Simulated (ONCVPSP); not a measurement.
# What one change does to a pseudopotential (La (Z = 57), ONCV)

ONCVPSP 4.0.1 input, shortened (lines: element, Z, core and valence counts, functional; n l f; lmax; l rc ep ncon nbas qcut; lloc lpopt rc5 dvloc0; l nproj debl; icmod fcfact rcfact), PBEsol, scalar-relativistic:

```
  La 57.00    9    4  -116133      upf
    1    0    2.00
    2    0    2.00
    2    1    6.00
    3    0    2.00
    3    1    6.00
    3    2   10.00
    4    0    2.00
    4    1    6.00
    4    2   10.00
    5    0    2.00
    5    1    6.00
    5    2    1.50
    6    0    1.50
    3
    0    2.70    0.00    5    8    5.00
    1    2.85    0.00    5    8    4.40
    2    2.90    0.00    4    8    3.00
    3    2.95    0.12    4    7    4.30
    4    5    2.35    4.00
    0    2    0.60
    1    1    3.50
    2    1    0.70
    3    2    2.10
    0    0.00    0.00
```

In the f channel the program set the typed energies aside and used -0.130, 1.970 Ha.

All-electron outer shells of the reference configuration (PBEsol, scalar-relativistic, ld1.x):

```json
{"shell": "5s", "level (eV)": "-38.12", "outermost node (bohr)": "0.77", "outermost maximum (bohr)": "1.41"}
{"shell": "5p", "level (eV)": "-21.63", "outermost node (bohr)": "0.83", "outermost maximum (bohr)": "1.58"}
{"shell": "6s", "level (eV)": "-3.42", "outermost node (bohr)": "1.87", "outermost maximum (bohr)": "3.88"}
{"shell": "5d", "level (eV)": "-2.60", "outermost node (bohr)": "0.95", "outermost maximum (bohr)": "2.24"}
```

Change: d: rc 3.84.

Cutoffs: the cutoffs (Ha) at which the residual kinetic energy of the hardest occupied pseudo-wave falls to 1 and 0.1 mHa per electron; they do not see the model core or the augmentation charge, which bear on the density cutoff. Errors are all-electron minus pseudo energies relative to the spin-unpolarised reference configuration.

Problem. Predict the effect on cutoff, ghosts and configuration errors.

Solution. The potential gets softer (8.9 Ha and 24 Ha → 8.9 Ha and 11 Ha); of the 4 tests that both files solve, the error grows in 3 and shrinks in 0 by more than 15 % and 0.3 meV (median size 1.8 → 5.6 meV); neither file shows a bound ghost. A larger radius leaves more room for a smooth pseudo-wave, so fewer plane waves are needed. More of the atom is replaced by a form fitted at one configuration, so other configurations suffer.

| quantity | base | changed |
| --- | --- | --- |
| cutoff, loose | 8.9 Ha | 8.9 Ha |
| cutoff, tight | 24 Ha | 11 Ha |
| loose cutoff by channel | s 8.9 Ha, p 4.8 Ha, d 6.1 Ha | s 8.9 Ha, p 4.8 Ha, d 3.9 Ha |
| bound ghosts | none | none |
| GHOST(+) flags under 300 eV | none | none |
| error for 5s2 5p6 5d1 6s2, meV [ΔE -0.35 eV] | +0.8 | +6.0 |
| error for 5s2 5p6 5d1 6s1, meV [ΔE 5.64 eV] | +0.1 | +3.8 |
| error for 5s2 5p6 5d1 6s0, meV [ΔE 16.49 eV] | -2.7 | -5.2 |
| error for 4f1 5s2 5p6 5d0 6s1, meV [ΔE 5.87 eV] | +1404 | +1366 |
| s: phases at 2.74 bohr within 0.05 rad from the reference energy up to (Ha; the scan ends near 5) | 2.7 | 2.7 |
| p: phases at 2.89 bohr within 0.05 rad from the reference energy up to (Ha; the scan ends near 5) | 0.3 | 0.3 |
| f: phases at 3.00 bohr within 0.05 rad from the reference energy up to (Ha; the scan ends near 5) | 0.1 | 0.1 |

Base: The cutoffs count occupied waves only; projector 2 of the f channel, the hardest unoccupied one, needs 33 Ha at the loose tolerance. These tests converged, but a pseudo level misses the all-electron one widely, so the file describes the atom poorly there or has found another state: 4f1 5s2 5p6 5d0 6s1: 4f by 2.6 eV. Changed file: The cutoffs count occupied waves only; projector 2 of the f channel, the hardest unoccupied one, needs 33 Ha at the loose tolerance. These tests converged, but a pseudo level misses the all-electron one widely, so the file describes the atom poorly there or has found another state: 4f1 5s2 5p6 5d0 6s1: 4f by 2.5 eV.
